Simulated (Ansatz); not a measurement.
One change: `NC[O][ZnH]` becomes `NCOCO`.

Ansatz, PBE0-D4/def2-TZVP geometries, multiplicity 1. Each molecule was computed in one conformer, which needn't be the lowest.

Scalar relativity is left out up to krypton.

```csv
property,`NC[O][ZnH]`
LUMO energy (PBE/def2-TZVPP) / eV,-1.16
HOMO energy (ωB97M-V/def2-TZVPP) / eV,-9.55
LUMO energy (B3LYP/def2-TZVPP) / eV,-0.70
size of the dipole moment (PBE/def2-TZVPP) / D,1.33
HOMO energy (B3LYP/def2-TZVPP) / eV,-6.91
size of the dipole moment (ωB97M-V/def2-TZVPP) / D,1.51
```

Question: Give the same properties after the change, and the shifts. (Best estimate.)

Answer: The calculation gave: 
| property | `NCOCO` | shift |
| --- | --- | --- |
| LUMO energy (PBE/def2-TZVPP) / eV | 0.16 | 1.32 |
| HOMO energy (ωB97M-V/def2-TZVPP) / eV | -9.71 | -0.16 |
| LUMO energy (B3LYP/def2-TZVPP) / eV | 0.60 | 1.30 |
| size of the dipole moment (PBE/def2-TZVPP) / D | 3.03 | 1.70 |
| HOMO energy (B3LYP/def2-TZVPP) / eV | -7.09 | -0.18 |
| size of the dipole moment (ωB97M-V/def2-TZVPP) / D | 3.17 | 1.66 |

With PBE0 the HOMO falls by 0.17 eV and the LUMO rises by 1.40 eV, so the gap widens by about 1.57 eV. PBE moves the HOMO by -0.09 eV and ωB97M-V by -0.16 eV. Dipoles are sizes alone; their direction can turn.

B3LYP here is the variant with VWN-RPA as its local correlation; programs differ in this.
